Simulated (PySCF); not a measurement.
## How the functional moves excitation energies

C3H8Si.
Cartesian coordinates in Å at the PBE0-D3(BJ)/def2-SVP level; atoms count from 1:
```xyz
12
C3H8Si angstrom
C      1.1595   -1.0023    0.1021
C      0.1881    0.0695    0.5359
C     -0.1378    1.2069   -0.4458
Si    -1.5939    0.1207   -0.0274
H      2.1944   -0.6183    0.0828
H      0.9307   -1.3693   -0.9115
H      1.1329   -1.8696    0.7791
H      0.3499    0.4180    1.5649
H     -0.0934    2.2318   -0.0616
H      0.2989    1.1145   -1.4477
H     -2.6477    0.6274    0.8876
H     -2.0511   -0.8651   -1.0400
```

Linear-response calculations in the def2-SVPD basis (PySCF; singlets by full response, triplets Tamm–Dancoff, core orbitals frozen in the response; HF means time-dependent Hartree–Fock). 'Strongest' is the level of largest summed f among the singlets computed (10 roots, of which the last may lack a degenerate partner); it can jump between rows when another state enters that window. S1 is the lowest singlet of each run and needn't be the same state throughout; f(S1) is that of one state. Geometry: PBE0-D3(BJ)/def2-SVP; no solvent, vibrations or thermal averaging.

| functional | kind | S1 (eV) | f(S1) | strongest (eV) | T1 (eV) | HOMO (eV) | gap (eV) | ionisation energy, ΔSCF (eV) |
| --- | --- | --- | --- | --- | --- | --- | --- | --- |
| LDA | LDA | 5.59 | 0.002 | 5.77 | 4.67 | -5.68 | 5.05 | 8.77 |
| PBE | GGA | 5.62 | 0.005 | 5.78 | 4.56 | -5.57 | 5.10 | 8.60 |
| B3LYP | global hybrid, 20% exact exchange | 5.93 | 0.004 | 6.02 | 4.75 | -6.45 | 6.54 | 8.72 |
| PBE0 | global hybrid, 25% exact exchange | 6.11 | 0.000 | 6.15 | 4.74 | -6.65 | 6.97 | 8.69 |
| BHandHLYP | global hybrid, 50% exact exchange | 6.39 | 0.046 | 6.40 | 4.95 | -7.62 | 8.68 | 8.65 |
| CAM-B3LYP | range-separated hybrid | 6.25 | 0.001 | 6.29 | 4.90 | -7.94 | 9.14 | 8.77 |
| wB97X-D | range-separated hybrid | 6.34 | 0.226 | 6.34 | 5.02 | -8.48 | 10.46 | 8.74 |
| LC-wPBE | range-separated hybrid | 6.67 | 0.242 | 6.67 | 5.02 | -9.24 | 11.54 | 8.83 |

**Question.** What does HF (Hartree–Fock) give?

**Answer.** S1 (eV) 6.88, f(S1) 0.276, strongest (eV) 6.88, T1 (eV) 5.01, HOMO (eV) -9.12, gap (eV) 11.78, ionisation energy, ΔSCF (eV) not settled. S1 runs from 5.59 eV (LDA) to 6.88 eV (HF), a spread of 1.29 eV, while the orbital gap spreads over 6.7 eV. Along PBE (0%), B3LYP (20%), PBE0 (25%), BHandHLYP (50%), HF (100%) S1 rises with the share of exact exchange. −ε(HOMO) comes closest to its own ΔSCF ionisation energy with wB97X-D (-0.26 eV) and misses most with LDA (-3.09 eV). 'Not settled' means that the ion's SCF failed to converge or may have ended in another state than the lowest.
